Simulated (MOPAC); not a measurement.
MOPAC input (AM1):

```
AM1 FORCE THERMO(298,298) PRECISE LET UHF MS=0.5 GEO-OK AUX(PRECISION=9) THREADS=1
CH6BOSi

C     1.80552425 1    0.56340525 1    0.10856434 1
Si    0.50653848 1   -0.68439709 1   -0.11396152 1
B    -1.31265245 1   -0.16745349 1   -0.03790491 1
O    -2.01219487 1    0.92003020 1    0.14477672 1
H     1.74686733 1    1.36248018 1   -0.66583321 1
H     1.73492094 1    1.05931802 1    1.10393074 1
H     2.82047312 1    0.10768627 1    0.03734757 1
H     0.60643675 1   -1.72229060 1    0.91760225 1
H     0.62248803 1   -1.32020080 1   -1.43060633 1
H    -2.94861735 1    0.69032253 1    0.09834149 1
```

From the output:

```
     H   10   0.004559   0.019823   0.019818   6.698220

          HEAT OF FORMATION =     -47.813104 KCALS/MOLE

          ZERO POINT ENERGY      43.107 KCAL/MOL

           NORMAL COORDINATE ANALYSIS (Total motion = 1 Angstrom)

   Root No.       1         2         3         4         5         6         7         8

                 1 A"      2 A"      1 A'      2 A'      3 A"      4 A"      3 A'      5 A"

                  67.9      88.3      98.9     268.5     305.0     454.7     465.3     591.5

           1   -0.0000   -0.0000    0.0311   -0.0136   -0.0000    0.0000   -0.0477   -0.0000
           2    0.0000    0.0000    0.1100   -0.0376    0.0000   -0.0000   -0.0138    0.0000
           3    0.0090    0.0142   -0.0000   -0.0000    0.0153   -0.0072   -0.0000    0.0002
           4    0.0000    0.0000    0.0315   -0.0123    0.0000   -0.0000   -0.0149   -0.0000
           5   -0.0000   -0.0000   -0.0234    0.0965   -0.0000    0.0000   -0.0459   -0.0000
           6   -0.0048   -0.0201    0.0000   -0.0000   -0.0265    0.0289    0.0000   -0.0022
           7   -0.0000   -0.0000    0.0214    0.1216   -0.0000    0.0000    0.1477   -0.0000
           8    0.0000    0.0000   -0.0237   -0.0540    0.0000   -0.0000    0.0656    0.0000
           9    0.0830    0.0747    0.0000    0.0000    0.0035   -0.0564   -0.0000    0.0295
          10    0.0000    0.0000   -0.0895   -0.0364    0.0000    0.0000   -0.0105    0.0000
          11   -0.0000   -0.0000   -0.0482   -0.0991   -0.0000   -0.0000    0.0496    0.0000
          12   -0.0552   -0.0277    0.0000    0.0000   -0.0079   -0.0125   -0.0000    0.0029
          13    0.0081    0.0166    0.0724   -0.0716    0.0375   -0.0631   -0.0452   -0.0933
          14   -0.1768    0.1662    0.1438   -0.0853   -0.0081    0.0011   -0.0157   -0.0008
          15    0.1143   -0.0735   -0.0002   -0.0002    0.0378   -0.0389    0.0003   -0.0468
          16   -0.0081   -0.0166    0.0724   -0.0715   -0.0375    0.0631   -0.0451    0.0933
          17    0.1769   -0.1663    0.1438   -0.0853    0.0081   -0.0011   -0.0157    0.0008
          18    0.1141   -0.0734    0.0001    0.0002    0.0378   -0.0389   -0.0003   -0.0468
          19    0.0000   -0.0000   -0.0528    0.1048   -0.0000    0.0000   -0.0399    0.0000
          20   -0.0001    0.0001    0.1430   -0.0853    0.0000   -0.0000   -0.0166   -0.0000
          21   -0.1924    0.2153   -0.0001    0.0000    0.0233   -0.0369   -0.0000   -0.0487
          22   -0.0058   -0.0167   -0.0078   -0.0322    0.0418   -0.1197   -0.0903   -0.2621
          23    0.0678    0.0670   -0.0497    0.0625   -0.2262    0.0940   -0.1137   -0.1502
          24   -0.0464   -0.0657   -0.0007    0.0067    0.1273   -0.0830    0.0073   -0.0302
          25    0.0059    0.0168   -0.0078   -0.0322   -0.0418    0.1197   -0.0904    0.2621
          26   -0.0678   -0.0671   -0.0497    0.0625    0.2263   -0.0941   -0.1137    0.1502
          27   -0.0463   -0.0656    0.0007   -0.0067    0.1271   -0.0829   -0.0072   -0.0302
          28   -0.0000   -0.0000   -0.1347   -0.1183   -0.0000   -0.0000   -0.1233    0.0000
          29    0.0000    0.0000    0.0292    0.0406    0.0001    0.0002    0.2289   -0.0000
          30    0.0695    0.0923   -0.0000   -0.0000    0.2900    0.3632   -0.0001   -0.1005

   Root No.       9        10        11        12        13        14        15        16

                 4 A'      5 A'      6 A'      7 A'      6 A"      8 A'      9 A'     10 A'

                 638.0     670.0     793.5     843.6     856.8    1057.9    1369.1    1391.3

           1   -0.0342    0.1790    0.0010   -0.0033   -0.0000   -0.0002   -0.0609    0.0011
           2   -0.0073   -0.0047    0.0159    0.0540    0.0000    0.0053   -0.0007   -0.0452
           3    0.0000    0.0000   -0.0000   -0.0000    0.0622    0.0000   -0.0000    0.0000
           4   -0.0058   -0.1024    0.0132   -0.0070    0.0000    0.0096   -0.0048   -0.0000
           5   -0.0150   -0.0141   -0.0191   -0.0153   -0.0000    0.0051   -0.0002   -0.0002
           6    0.0000    0.0000    0.0000    0.0000   -0.0187   -0.0000   -0.0000   -0.0000
           7    0.0227    0.0302   -0.0001    0.0001   -0.0000   -0.0840    0.0007    0.0001
           8   -0.0003    0.0058   -0.0000   -0.0009    0.0000   -0.0205   -0.0008   -0.0009
           9    0.0000    0.0000    0.0000   -0.0000   -0.0017   -0.0000    0.0000    0.0000
          10   -0.0000   -0.0003   -0.0001   -0.0006   -0.0000    0.0647   -0.0004   -0.0000
          11   -0.0056    0.0072    0.0004    0.0020    0.0000   -0.0350    0.0008    0.0006
          12    0.0000   -0.0000    0.0000    0.0000    0.0002    0.0000    0.0000    0.0000
          13    0.0214    0.1547   -0.0490   -0.1546   -0.2899   -0.0052    0.2835   -0.0792
          14    0.0385    0.0055   -0.0319   -0.0752   -0.0041   -0.0029    0.0630    0.3093
          15    0.0006   -0.0035    0.0005   -0.0029   -0.0841    0.0010    0.0999   -0.2249
          16    0.0214    0.1547   -0.0490   -0.1546    0.2899   -0.0053    0.2835   -0.0793
          17    0.0385    0.0055   -0.0319   -0.0752    0.0040   -0.0029    0.0629    0.3095
          18   -0.0006    0.0035   -0.0005    0.0030   -0.0840   -0.0009   -0.0999    0.2246
          19   -0.1376    0.1046    0.1125    0.2978    0.0000    0.0253    0.2854    0.1488
          20    0.0378    0.0136   -0.0321   -0.0774   -0.0000   -0.0045   -0.1161   -0.0759
          21   -0.0000   -0.0000    0.0000    0.0001   -0.0799    0.0000    0.0001    0.0000
          22    0.2271    0.0171   -0.1962    0.1252    0.1121   -0.0181    0.0017   -0.0015
          23    0.2163    0.0845    0.2170   -0.0031    0.0220   -0.0222    0.0008    0.0005
          24   -0.0294   -0.0076   -0.2141    0.0496    0.0224    0.0039    0.0031   -0.0016
          25    0.2271    0.0171   -0.1963    0.1252   -0.1121   -0.0180    0.0017   -0.0015
          26    0.2163    0.0845    0.2172   -0.0031   -0.0220   -0.0223    0.0008    0.0005
          27    0.0293    0.0075    0.2139   -0.0496    0.0224   -0.0040   -0.0031    0.0016
          28   -0.0348   -0.0470    0.0008    0.0027   -0.0000   -0.3717    0.0014   -0.0001
          29    0.0488    0.0784   -0.0011   -0.0042    0.0000    0.6260   -0.0023    0.0006
          30   -0.0000   -0.0000    0.0000    0.0000   -0.0008   -0.0003    0.0000   -0.0000

   Root No.      17        18        19        20        21        22        23        24

                 7 A"     11 A'      8 A"     12 A'     13 A'      9 A"     14 A'     15 A'

                1391.6    1585.6    2230.2    2236.6    3065.5    3069.1    3170.3    3444.7

           1    0.0000    0.0004   -0.0000   -0.0007   -0.0002    0.0000   -0.0241    0.0000
           2   -0.0000    0.0003    0.0000    0.0007   -0.0509   -0.0000    0.0008    0.0001
           3   -0.0441    0.0000   -0.0013    0.0000    0.0000   -0.0564   -0.0000   -0.0000
           4    0.0000   -0.0097    0.0000   -0.0115   -0.0000    0.0000   -0.0011   -0.0001
           5    0.0000   -0.0177   -0.0000    0.0150   -0.0006   -0.0000    0.0000   -0.0002
           6   -0.0001   -0.0000   -0.0267   -0.0000   -0.0000   -0.0006    0.0000    0.0000
           7   -0.0000   -0.0519    0.0000   -0.0004    0.0000   -0.0000    0.0001   -0.0019
           8    0.0000    0.4578   -0.0000    0.0014    0.0000    0.0000   -0.0000   -0.0064
           9   -0.0000   -0.0002   -0.0010   -0.0000   -0.0000    0.0000    0.0000    0.0000
          10   -0.0000    0.0474    0.0000    0.0001    0.0000   -0.0000   -0.0000   -0.0479
          11    0.0000   -0.2662   -0.0000   -0.0003   -0.0000    0.0000    0.0000   -0.0276
          12    0.0000    0.0002   -0.0001    0.0000    0.0000   -0.0000   -0.0000    0.0000
          13   -0.1281    0.0025    0.0025   -0.0010   -0.0888   -0.1747    0.1084   -0.0001
          14   -0.2209    0.0061   -0.0011    0.0006    0.0869    0.2222   -0.1544   -0.0000
          15    0.0503   -0.0029   -0.0011    0.0018    0.1961    0.3582   -0.2692    0.0001
          16    0.1281    0.0024   -0.0025   -0.0010   -0.0887    0.1746    0.1083   -0.0001
          17    0.2209    0.0062    0.0011    0.0006    0.0867   -0.2219   -0.1541   -0.0000
          18    0.0502    0.0030   -0.0011   -0.0018   -0.1962    0.3584    0.2693   -0.0001
          19   -0.0000    0.0142   -0.0000    0.0015    0.1810    0.0000    0.1009    0.0001
          20    0.0002   -0.0054    0.0000   -0.0002    0.4479   -0.0000    0.2988   -0.0002
          21    0.4299   -0.0000    0.0008    0.0000   -0.0002   -0.0286   -0.0001   -0.0000
          22   -0.0020   -0.0035   -0.1741    0.1659   -0.0001   -0.0003    0.0006    0.0003
          23   -0.0014   -0.0075    0.2291   -0.2186    0.0004    0.0004   -0.0003   -0.0001
          24   -0.0011    0.0080    0.3861   -0.4014    0.0004    0.0008   -0.0004   -0.0001
          25    0.0020   -0.0034    0.1741    0.1659   -0.0001    0.0003    0.0006    0.0003
          26    0.0014   -0.0076   -0.2288   -0.2183    0.0004   -0.0004   -0.0003   -0.0001
          27   -0.0011   -0.0082    0.3863    0.4016   -0.0004    0.0008    0.0005    0.0001
          28   -0.0000    0.0578    0.0000   -0.0001    0.0000   -0.0000    0.0002    0.7829
          29    0.0000   -0.1867   -0.0000    0.0000    0.0000    0.0000   -0.0001    0.5139
          30   -0.0001    0.0001    0.0011    0.0000   -0.0000    0.0000   -0.0000   -0.0001

           MASS-WEIGHTED COORDINATE ANALYSIS (NORMAL COORDINATES)

   Root No.       1         2         3         4         5         6         7         8

                 1 A"      2 A"      1 A'      2 A'      3 A"      4 A"      3 A'      5 A"

                  67.9      88.3      98.9     268.5     305.0     454.7     465.3     591.5

           1   -0.0000   -0.0000    0.1560   -0.0556   -0.0000    0.0000   -0.2258   -0.0000
           2    0.0000    0.0000    0.5522   -0.1530    0.0000   -0.0000   -0.0653    0.0000
           3    0.0602    0.1036   -0.0002   -0.0000    0.1049   -0.0481   -0.0001    0.0016
           4    0.0000    0.0000    0.2422   -0.0766    0.0000   -0.0000   -0.1079   -0.0000
           5   -0.0000   -0.0001   -0.1795    0.6013   -0.0001    0.0001   -0.3326   -0.0000
           6   -0.0491   -0.2239    0.0001   -0.0002   -0.2781    0.2964    0.0001   -0.0246
           7   -0.0001   -0.0001    0.1021    0.4698   -0.0000    0.0000    0.6634   -0.0000
           8    0.0002    0.0002   -0.1127   -0.2085    0.0000   -0.0002    0.2945    0.0001
           9    0.5249    0.5153    0.0001    0.0002    0.0226   -0.3587   -0.0000    0.2022
          10    0.0000    0.0000   -0.5187   -0.1711    0.0000    0.0000   -0.0573    0.0000
          11   -0.0002   -0.0001   -0.2794   -0.4659   -0.0000   -0.0000    0.2713    0.0000
          12   -0.4248   -0.2322    0.0001    0.0001   -0.0626   -0.0964   -0.0001    0.0242
          13    0.0156    0.0350    0.1054   -0.0844    0.0746   -0.1226   -0.0619   -0.1953
          14   -0.3416    0.3502    0.2091   -0.1006   -0.0161    0.0021   -0.0215   -0.0016
          15    0.2208   -0.1549   -0.0003   -0.0002    0.0753   -0.0757    0.0004   -0.0979
          16   -0.0156   -0.0350    0.1054   -0.0844   -0.0747    0.1226   -0.0619    0.1953
          17    0.3418   -0.3503    0.2091   -0.1007    0.0161   -0.0022   -0.0215    0.0016
          18    0.2205   -0.1546    0.0001    0.0002    0.0753   -0.0757   -0.0004   -0.0979
          19    0.0000   -0.0001   -0.0768    0.1237   -0.0000    0.0000   -0.0548    0.0000
          20   -0.0002    0.0002    0.2080   -0.1006    0.0000   -0.0000   -0.0227   -0.0000
          21   -0.3716    0.4535   -0.0001    0.0000    0.0465   -0.0716   -0.0000   -0.1020
          22   -0.0113   -0.0353   -0.0113   -0.0380    0.0832   -0.2325   -0.1239   -0.5487
          23    0.1309    0.1412   -0.0723    0.0737   -0.4505    0.1827   -0.1560   -0.3144
```
